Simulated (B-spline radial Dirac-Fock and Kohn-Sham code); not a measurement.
**Elastic and transport cross sections of europium for electrons**

Method: relativistic (Dirac) partial waves in the static field of the Dirac-Fock atom with Furness-McCarthy exchange, without polarisation or absorption potentials. Computed with an atomic code on a B-spline grid. σ_tr1 and σ_tr2 weight the cross section with 1 − P₁ and 1 − P₂ of cos θ; "backward" is the share scattered beyond 90°.

| energy (eV) | σ (a₀²) | σ_tr1 (a₀²) | σ_tr2 (a₀²) | σ/σ_tr1 | backward (%) |
| --- | --- | --- | --- | --- | --- |
| 2000 | 8.34 | 1.10 | 1.17 | 7.58 | 5.1 |
| 2180 | 7.96 | 0.989 | 1.08 | 8.04 | 4.7 |
| 2240 | ? | ? | ? | ? | ? |
| 2410 | 7.54 | 0.873 | 0.989 | 8.64 | 4.3 |
| 2420 | 7.52 | 0.868 | 0.986 | 8.67 | 4.3 |
| 2610 | 7.22 | 0.788 | 0.920 | 9.16 | 4.0 |
| 3000 | 6.69 | 0.658 | 0.807 | 10.2 | 3.5 |
| 3450 | 6.19 | 0.547 | 0.705 | 11.3 | 3.1 |
| 5000 | 5.02 | 0.330 | 0.478 | 15.2 | 2.2 |
| 5500 | 4.75 | 0.289 | 0.430 | 16.5 | 2.0 |
| 7220 | 4.05 | 0.196 | 0.315 | 20.7 | 1.5 |
| 8250 | 3.74 | 0.161 | 0.268 | 23.2 | 1.3 |

Q: Fill in the row for 2.24 keV.

A: σ = 7.84 a₀², σ_tr1 = 0.957 a₀², σ_tr2 = 1.06 a₀², σ/σ_tr1 = 8.20, backward 4.6 %. The ratio σ/σ_tr1 is roughly the number of elastic collisions that randomise the direction.
